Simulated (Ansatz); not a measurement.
`O=CB[SiH3]`. The species carries charge 0 and has multiplicity 1.

```json
{"atom": "O1", "x (Å)": "1.496", "y (Å)": "1.538", "z (Å)": "0.239"}
{"atom": "C2", "x (Å)": "0.439", "y (Å)": "1.627", "z (Å)": "-0.368"}
{"atom": "B3", "x (Å)": "-0.342", "y (Å)": "0.576", "z (Å)": "0.429"}
{"atom": "Si4", "x (Å)": "-0.239", "y (Å)": "-1.377", "z (Å)": "-0.034"}
{"atom": "H5", "x (Å)": "0.303", "y (Å)": "2.331", "z (Å)": "-1.207"}
{"atom": "H6", "x (Å)": "-0.901", "y (Å)": "0.962", "z (Å)": "1.413"}
{"atom": "H7", "x (Å)": "-1.606", "y (Å)": "-1.799", "z (Å)": "-0.461"}
{"atom": "H8", "x (Å)": "0.704", "y (Å)": "-1.655", "z (Å)": "-1.151"}
{"atom": "H9", "x (Å)": "0.147", "y (Å)": "-2.203", "z (Å)": "1.141"}
```

List the harmonic frequencies (cm⁻¹, unscaled) at PBE0-D4/def2-TZVP in Ansatz. (Estimate.)

The calculation gave: 76, 100, 177, 219, 476, 529, 639, 733, 862, 887, 929, 947, 1016, 1097, 1378, 1707, 2197, 2221, 2226, 2631, 2987.

Is this a minimum?

Yes, all 21 modes are real.

Give the ideal-gas thermochemistry at 298.15 K and 1 bar (rigid rotor, harmonic oscillator; point group C1, symmetry number 1).

Zero-point energy 143.8 kJ/mol; H(298) − E = 163.2 kJ/mol; entropy 328.5 J/(mol·K), of which translation 162.2, rotation 105.8, vibration 60.5; G(298) − E = 65.2 kJ/mol. Modes under 100 cm⁻¹ are hindered rotations or soft bends, so the harmonic entropy is rough.

And at 400, 500, 600, 800 and 1000 K?


| T (K) | H − E (kJ/mol) | S (J/mol/K) | G − E (kJ/mol) |
| --- | --- | --- | --- |
| 400 | 173.7 | 358.8 | 30.2 |
| 500 | 185.6 | 385.3 | -7.0 |
| 600 | 198.8 | 409.3 | -46.8 |
| 800 | 228.1 | 451.4 | -133.0 |
| 1000 | 260.5 | 487.5 | -227.0 |

Rotational constants (cm⁻¹)?

0.5602, 0.09638, 0.0919.
